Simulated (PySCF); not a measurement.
Isomers of C3H11PSi2, mass 134.014 u with the commonest isotopes. Method used: PBE0-D3(BJ)/def2-SVP geometry optimisation, gas phase (PySCF). One conformer each, none proved a minimum here; rigid rotors.

Question: Order these by out-of-plane moment Σ m c² = (Ia + Ib − Ic)/2, smallest first.
A. `[CH3:1][C@@H:2]1[SiH2:3][CH2:4][Si@H:5]1[PH2:6]` with C4–Si5–P6–H -178° and -84°, C1–C2–Si3–C4 -144°, C2–Si3–C4–Si5 18°, Si3–C4–Si5–P6 -136°, C1–C2–Si5–C4 145°
B. `[SiH3:1][PH:2][SiH2:3][CH:4]1[CH2:5][CH2:6]1` with Si1–P2–Si3–C4 -173°, P2–Si3–C4–C5 -30°
C. `[CH2:1]=[C:2]([CH3:3])[SiH2:4][PH:5][SiH3:6]` with C1–C2–Si4–P5 118°, C2–Si4–P5–Si6 -58°
D. `[CH3:1][SiH2:2]/[CH:3]=[CH:4]/[SiH2:5][PH2:6]` with C1–Si2–C3–C4 121°, C3–C4–Si5–P6 9°, C4–Si5–P6–H 177° and 83°
E. `[CH3:1][Si:2]1([PH2:3])[CH2:4][SiH2:5][CH2:6]1` with C1–Si2–P3–H 171° and 77°

Answer: D (24.99 u·Å²), A (27.87 u·Å²), B (28.84 u·Å²), E (65.14 u·Å²), C (76.14 u·Å²).

Question: Order these by rotational constant B, smallest first.
A. `[SiH3:1][PH:2][SiH2:3][CH:4]1[CH2:5][CH2:6]1` with Si1–P2–Si3–C4 -173°, P2–Si3–C4–C5 -30°
B. `[CH3:1][SiH2:2]/[CH:3]=[CH:4]/[SiH2:5][PH2:6]` with C1–Si2–C3–C4 121°, C3–C4–Si5–P6 9°, C4–Si5–P6–H 177° and 83°
C. `[CH3:1][C@@H:2]1[SiH2:3][CH2:4][Si@H:5]1[PH2:6]` with C4–Si5–P6–H -178° and -84°, C1–C2–Si3–C4 -144°, C2–Si3–C4–Si5 18°, Si3–C4–Si5–P6 -136°, C1–C2–Si5–C4 145°
D. `[CH3:1][Si:2]1([PH2:3])[CH2:4][SiH2:5][CH2:6]1` with C1–Si2–P3–H 171° and 77°

Answer: B (664.7 MHz), A (857.0 MHz), C (1207 MHz), D (1232 MHz).

Question: Order these by radius of gyration √(Σ m r²/M), largest first.
A. `[CH2:1]=[C:2]([CH3:3])[SiH2:4][PH:5][SiH3:6]` with C1–C2–Si4–P5 118°, C2–Si4–P5–Si6 -58°
B. `[CH3:1][SiH2:2]/[CH:3]=[CH:4]/[SiH2:5][PH2:6]` with C1–Si2–C3–C4 121°, C3–C4–Si5–P6 9°, C4–Si5–P6–H 177° and 83°
C. `[CH3:1][Si:2]1([PH2:3])[CH2:4][SiH2:5][CH2:6]1` with C1–Si2–P3–H 171° and 77°
D. `[SiH3:1][PH:2][SiH2:3][CH:4]1[CH2:5][CH2:6]1` with Si1–P2–Si3–C4 -173°, P2–Si3–C4–C5 -30°
E. `[CH3:1][C@@H:2]1[SiH2:3][CH2:4][Si@H:5]1[PH2:6]` with C4–Si5–P6–H -178° and -84°, C1–C2–Si3–C4 -144°, C2–Si3–C4–Si5 18°, Si3–C4–Si5–P6 -136°, C1–C2–Si5–C4 145°

Answer: B (2.567 Å), D (2.243 Å), E (2.073 Å), A (2.047 Å), C (2.002 Å).

```tsv
SMILES	point group	Ia (u·Å²)	Ib (u·Å²)	Ic (u·Å²)	κ	μa (D)	μb (D)	μc (D)
C[C@@H]1[SiH2]C[Si@H]1P	C1	185.03	418.83	548.12	-0.69	0.11	0.17	0.36
[SiH3]P[SiH2]C1CC1	C1	113.32	589.73	645.37	-0.96	0.91	0.42	0.53
C[SiH2]/C=C/[SiH2]P	C1	147.49	760.33	857.84	-0.95	0.25	0.17	1.06
C=C(C)[SiH2]P[SiH3]	C1	223.35	414.50	485.57	-0.71	0.74	0.50	0.40
C[Si]1(P)C[SiH2]C1	–	191.82	410.24	471.77	-0.79	0.39	0.82	0.58
```
